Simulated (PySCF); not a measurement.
Job for PySCF: R-BP86/6-31G* on C2H6Mg (SMILES C[CH2][MgH]), a point of a bond scan (R = 1.645 Å).

```python
from pyscf import gto, scf, dft, mp
from pyscf.data.elements import chemcore

mol = gto.M(
    atom='''
    Mg   -0.14432861    0.33129844    1.39372438
    H    -0.33728383    1.19048809    2.85567801
    C     0.09330786   -0.71909592   -0.41423708
    C     0.13153769    0.13614409   -1.69257383
    H    -1.12014115   -1.82337623   -0.52978605
    H     1.01119844   -1.31501739   -0.34578536
    H     0.95533042    0.85539786   -1.67841733
    H    -0.78761407    0.71382571   -1.82525708
    H     0.25689724   -0.46728182   -2.59877559
    ''',
    basis='6-31g*',
    cart=True,
    charge=0, spin=0, verbose=3, max_memory=1800)
mf = dft.RKS(mol, xc='b88,p86')
mf.conv_tol = 1e-8
mf.max_cycle = 100
mf.kernel()
if not mf.converged:
    mf = mf.newton().run(mf.mo_coeff, mf.mo_occ)
```

Task: Predict the final total energy.

Result: -279.7954 hartree.
